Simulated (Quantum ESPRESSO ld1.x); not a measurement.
Question: The mean radii <r> (bohr) of the occupied orbitals of an atom or ion are listed with their occupations. Calculated with ld1.x of Quantum ESPRESSO 7.5: non-relativistic Kohn-Sham, LDA (Slater exchange, Perdew-Zunger correlation), spin-polarised, spherical densities, point nucleus.

orbital  occ.      <r>
1s up       1  0.07754
1s down     1  0.07754
2s up       1   0.3680
2s down     1   0.3680
2p up       3   0.3292
2p down     3   0.3292
3s up       1    1.164
3s down     1    1.162
3p up       3    1.272
3p down     3    1.267
4s up       1    3.553

Name the element and its charge. Open shells, if any, are filled with parallel spins first.

Answer: Z = 20, calcium, charge +1: Ca+ in [Ar] 4s1. The 1s radius gives Z: for a bare nucleus <r> = 1.5/Z, 0.075 bohr for Z = 20, and screening makes it slightly larger (0.07754 here). The occupations add up to 19, and the charge is Z minus that.
